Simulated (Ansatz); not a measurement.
```yaml
crystal:
  periodic: [false, false, false]
  atoms:
    - {symbol: N, position_ang: [2.147004, -0.714242, 0.902940]}
    - {symbol: C, position_ang: [1.134189, -0.381283, 0.471960]}
    - {symbol: Si, position_ang: [-0.470318, 0.146237, -0.210794]}
    - {symbol: F, position_ang: [-1.311448, -1.116582, -0.581208]}
    - {symbol: F, position_ang: [-0.225961, 1.010417, -1.488633]}
    - {symbol: F, position_ang: [-1.231465, 0.991354, 0.859635]}
basis:
  gaussian: {orbitals: def2-mTZVP}
magnetization: {spin_polarized: true, initial_magnetization: 3}
hamiltonian: {xc: {name: PBE}}
output: {forces: true}
```

```sh
$ ansatz run in.yaml --threads 4 --pin off --events-out ev --progress --plain --max-ram 10444MiB
```

(1) How does Ansatz answer? (Best estimate.)

Answers

(1) Ansatz gave: The input was rejected before any iteration.
```
Error: a molecule whose nuclei and cores have a total charge of 54 cannot have a net charge of 0 together with 3 unpaired electrons
```
